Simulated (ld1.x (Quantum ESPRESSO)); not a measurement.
Reading a pseudo-wave (silicon)

Columns: radius, all-electron u(r) and pseudo u(r) of the 3p shell (level -4.08 eV) of silicon in the configuration [Ne] 3s2 3p2; PBE, scalar-relativistic, RRKJ scheme, ld1.x (Quantum ESPRESSO) 7.5.

```json
{"r (bohr)": "0.118", "all-electron": "0.1254", "pseudo": "-0.0042"}
{"r (bohr)": "0.235", "all-electron": "0.2375", "pseudo": "-0.0166"}
{"r (bohr)": "0.353", "all-electron": "0.2552", "pseudo": "-0.0377"}
{"r (bohr)": "0.470", "all-electron": "0.2036", "pseudo": "-0.0673"}
{"r (bohr)": "0.588", "all-electron": "0.1143", "pseudo": "-0.1057"}
{"r (bohr)": "0.705", "all-electron": "0.0110", "pseudo": "-0.1516"}
{"r (bohr)": "0.822", "all-electron": "-0.0937", "pseudo": "-0.2043"}
{"r (bohr)": "0.940", "all-electron": "-0.1933", "pseudo": "-0.2624"}
{"r (bohr)": "1.058", "all-electron": "-0.2831", "pseudo": "-0.3231"}
{"r (bohr)": "1.175", "all-electron": "-0.3608", "pseudo": "-0.3829"}
{"r (bohr)": "1.292", "all-electron": "-0.4272", "pseudo": "-0.4397"}
{"r (bohr)": "1.410", "all-electron": "-0.4834", "pseudo": "-0.4913"}
{"r (bohr)": "1.528", "all-electron": "-0.5290", "pseudo": "-0.5351"}
{"r (bohr)": "1.645", "all-electron": "-0.5642", "pseudo": "-0.5697"}
{"r (bohr)": "1.763", "all-electron": "-0.5904", "pseudo": "-0.5953"}
{"r (bohr)": "1.880", "all-electron": "-0.6084", "pseudo": "-0.6121"}
{"r (bohr)": "1.998", "all-electron": "-0.6192", "pseudo": "-0.6215"}
{"r (bohr)": "2.115", "all-electron": "-0.6237", "pseudo": "-0.6247"}
{"r (bohr)": "2.232", "all-electron": "-0.6230", "pseudo": "-0.6232"}
{"r (bohr)": "2.350", "all-electron": "-0.6178", "pseudo": "-0.6178"}
{"r (bohr)": "2.468", "all-electron": "-0.6088", "pseudo": "-0.6088"}
{"r (bohr)": "2.585", "all-electron": "-0.5970", "pseudo": "-0.5970"}
{"r (bohr)": "2.702", "all-electron": "-0.5828", "pseudo": "-0.5828"}
{"r (bohr)": "2.820", "all-electron": "-0.5666", "pseudo": "-0.5666"}
{"r (bohr)": "2.938", "all-electron": "-0.5490", "pseudo": "-0.5490"}
{"r (bohr)": "3.055", "all-electron": "-0.5304", "pseudo": "-0.5304"}
```

Question: How many radial nodes do the two functions have?

Answer: The all-electron 3p function has n − l − 1 = 1; the pseudo-wave has 0, since the states of the same l below it are removed with the core.

Question: At about which radius was the pseudo-wave matched?

Answer: 2.35 bohr. The columns agree to 0.0005 from 2.23 bohr on; several derivatives are matched, so the curves merge somewhat inside the radius.

Question: Where does each function peak?

Answer: Outermost all-electron maximum near 2.12 bohr, pseudo maximum near 2.12 bohr (to the table’s step).

Question: Is the pseudo-wave norm-conserving?

Answer: Yes: the RRKJ scheme keeps the norm inside the radius equal to the all-electron one, which fixes the energy derivative of the logarithmic derivative at the level.
